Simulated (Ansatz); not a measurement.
Relaxation of CH5ClOSSi (10 atoms, charge 0, multiplicity 1), to a largest force component of 0.015 eV/Å in at most 40 steps.

Computed with Ansatz 0.2.0, RKS PBE0/def2-SVP.

```xyz
10
Properties=species:S:1:pos:R:3
O 0.421 0.659 1.788
C 0.511 -0.347 0.816
Cl 2.020 -0.028 -0.052
Si -0.764 -0.562 -0.461
S -1.145 1.250 -1.575
H 0.859 1.477 1.403
H 0.674 -1.274 1.377
H -0.451 -1.616 -1.447
H -2.126 -0.928 0.221
H 0.084 1.318 -2.068
```

Task: Where does it end, and by what steps?

Result: It converged. After 8 steps the energy has fallen by 0.583 eV; H6 moved furthest, 0.81 Å.

```csv
step,energy less start (eV),largest force component (eV/Å),accepted
0,0.0000,3.053,yes
1,-0.3643,1.295,yes
2,-0.4610,1.026,yes
3,-0.5170,1.005,yes
4,-0.5595,0.638,yes
5,-0.5724,0.431,yes
6,-0.5818,0.100,yes
7,-0.5827,0.045,yes
8,-0.5829,0.014,yes
```

```xyz
10
Properties=species:S:1:pos:R:3
O 0.485 0.724 1.606
C 0.635 -0.368 0.807
Cl 2.149 -0.253 -0.263
Si -0.805 -0.587 -0.434
S -0.998 1.370 -1.306
H 0.126 1.446 1.062
H 0.833 -1.244 1.441
H -0.525 -1.666 -1.419
H -2.093 -0.825 0.279
H 0.276 1.353 -1.770
```

Run time: 18 s on 2 threads of Intel(R) Xeon(R) 6975P-C (Granite Rapids) (shared host), peak memory 0.27 GiB.
